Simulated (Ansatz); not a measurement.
Computed with Ansatz on PBE0-D4/def2-TZVP structures; ΔE is electronic, products minus reactants. CCSD(T)/CBS adds triple-zeta CCSD(T) − MP2 to the extrapolated MP2 energy (def2 sets, frozen cores). DFT in def2-TZVPP. For Ga outer-core shells are correlated without core-valence functions, which leaves a few kJ/mol of doubt a bond. Scalar relativity is left out up to krypton. One conformer a species, not always the lowest.

`CN[SiH2][GaH2]` + CH₃NH₂ → `C[NH][GaH2]` + `CN[SiH3]`  (cleavage of the Ga–Si bond)

`CN[SiH2][GaH2]`:

Cartesian coordinates in Å:
```
C 1.766 0.919 -0.737
N 0.778 -0.060 -0.333
Si -0.759 0.368 0.319
Ga -2.025 -1.642 0.724
H 2.457 0.495 -1.471
H 2.357 1.319 0.098
H 1.265 1.764 -1.218
H 1.177 -0.939 -0.045
H -0.693 1.173 1.587
H -1.435 1.268 -0.661
H -3.576 -1.615 0.984
H -1.313 -3.050 0.752
```

CH₃NH₂:

```xyz
7

C     0.306    0.368   -0.306
N    -0.184   -0.685    0.567
H    -0.470    0.969   -0.802
H     0.936   -0.070   -1.083
H     0.938    1.050    0.269
H    -0.764   -1.334    0.052
H    -0.762   -0.298    1.303
```

`C[NH][GaH2]`:

Cartesian coordinates in Å:
```
C -0.575 -0.041 -1.140
N -0.140 0.541 0.107
Ga 0.827 -0.250 1.423
H -0.234 -1.077 -1.204
H -0.171 0.489 -2.012
H -1.668 -0.052 -1.237
H -0.429 1.500 0.218
H 1.157 0.626 2.672
H 1.234 -1.737 1.174
```

`CN[SiH3]`:

Z-matrix (Å, degrees):
```
C
N 1 1.447
H 1 1.093 2 109.5
H 1 1.094 2 110.9 3 -117.8
H 1 1.098 2 113.8 3 120.2
Si 2 1.716 1 123.0 3 -36.9
H 2 1.007 1 113.6 3 170.5
H 6 1.486 2 107.4 1 175.3
H 6 1.488 2 108.6 1 55.3
H 6 1.496 2 115.3 1 -64.3
```

```csv
level,ΔE (kJ/mol)
B97M-V,-42.0
PBE0-D4,-34.4
r2SCAN0-D4,-42.5
CCSD/def2-TZVPP,-49.0
```

Problem. What does CCSD(T)/CBS give? (Estimate.)

Solution. The calculation gave: -49.0 kJ/mol. The listed levels differ from it by 7.0, 14.6, 6.5, 0.0 kJ/mol.

Largest T1 diagnostic among the species: 0.015.

Leaving LDA and LC-ωPBE aside and taking each functional with its dispersion term where it has one, the values, not all of them listed here, spread over 16.9 kJ/mol, from B2PLYP to HSE06-D4. LDA lies −10.3 kJ/mol from PBE without D4. At CCSD(T), def2-SVP lies −14.0 kJ/mol from the extrapolated value and def2-TZVPP −1.3 kJ/mol.
